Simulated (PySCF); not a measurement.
Dipole response of F⁺ (fluorine, charge +1)

[He] 2s2 2p4, high-spin 3P determinant. Computed with PySCF 2.14 in aug-cc-pCVTZ-DK with one added diffuse shell each of s, p, d, f type (8s7p5d3f, 75 functions), with scalar relativity by spin-free X2C-1e. Coupled (time-dependent) response in atomic units; α is the mean over directions.

```tsv
method	mean α (bohr³)	α xx, yy, zz	C₆ (like pair)	S(−4)
UHF	1.730	1.802, 1.587, 1.802	3.170	1.262
PBE	1.892	1.936, 1.804, 1.936	3.560	1.552
PBE0	1.832	1.884, 1.727, 1.884	3.419	1.431
B3LYP	1.843	1.891, 1.746, 1.891	3.442	1.447
HSE06	1.831	1.886, 1.723, 1.886	3.418	1.429
```

S(−4) is the Cauchy moment in α(ω) = α(0) + S(−4) ω² + …

α(iu) at UHF:

```json
{"u (hartree)": "0", "α(iu) (bohr³)": "1.730"}
{"u (hartree)": "0.0500", "α(iu) (bohr³)": "1.727"}
{"u (hartree)": "0.100", "α(iu) (bohr³)": "1.718"}
{"u (hartree)": "0.200", "α(iu) (bohr³)": "1.682"}
{"u (hartree)": "0.300", "α(iu) (bohr³)": "1.627"}
{"u (hartree)": "0.500", "α(iu) (bohr³)": "1.484"}
{"u (hartree)": "0.750", "α(iu) (bohr³)": "1.286"}
{"u (hartree)": "1.00", "α(iu) (bohr³)": "1.102"}
{"u (hartree)": "1.50", "α(iu) (bohr³)": "0.8104"}
{"u (hartree)": "2.00", "α(iu) (bohr³)": "0.6091"}
{"u (hartree)": "3.00", "α(iu) (bohr³)": "0.3719"}
{"u (hartree)": "5.00", "α(iu) (bohr³)": "0.1760"}
```

A single London oscillator, α(iu) = α/(1 + u²/ω²), gives C₆ = (3/4) ω α². Matching the computed C₆ needs ω = 4 × 3.170 / (3 × 1.730²) = 1.41 hartree.

For an ion, C₆ is the dispersion term alone; charge-induced terms of lower order in 1/R come first.

The components differ because the open shell of this determinant is not spherical; for a pure term their mean is the scalar polarisability.
